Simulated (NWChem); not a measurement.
Species: HfCl3F; SMILES [F][Hf]([Cl])([Cl])[Cl]

```xyz
5

Hf     0.0000     0.0000     0.2572
F      0.0000     0.0000     2.1467
Cl    -0.6119     2.1224    -0.4951
Cl    -1.5321    -1.5911    -0.4951
Cl     2.1440    -0.5313    -0.4951
```
Atoms are numbered in this order, from 1.

Structure relaxed at the PBE0/def2-SVP level. Not confirmed as a minimum by frequencies. def2 effective core potentials on Hf; no spin-orbit coupling.

List the 4 lowest vertical singlet excitations from PBE/def2-SVPD with def2 effective core potentials on Hf, TDA (NWChem).


```json
[
 {"state": "S1", "energy (eV)": "5.55", "oscillator strength": "0.005", "leading excitation (squared amplitude)": "HOMO → LUMO (0.70)"},
 {"state": "S2", "energy (eV)": "5.55", "oscillator strength": "0.005", "leading excitation (squared amplitude)": "HOMO → LUMO+1 (0.70)"},
 {"state": "S3", "energy (eV)": "5.70", "oscillator strength": "0.000", "leading excitation (squared amplitude)": "HOMO−2 → LUMO (0.50)"},
 {"state": "S4", "energy (eV)": "5.72", "oscillator strength": "0.003", "leading excitation (squared amplitude)": "HOMO−2 → LUMO+1 (0.49)"}
]
```
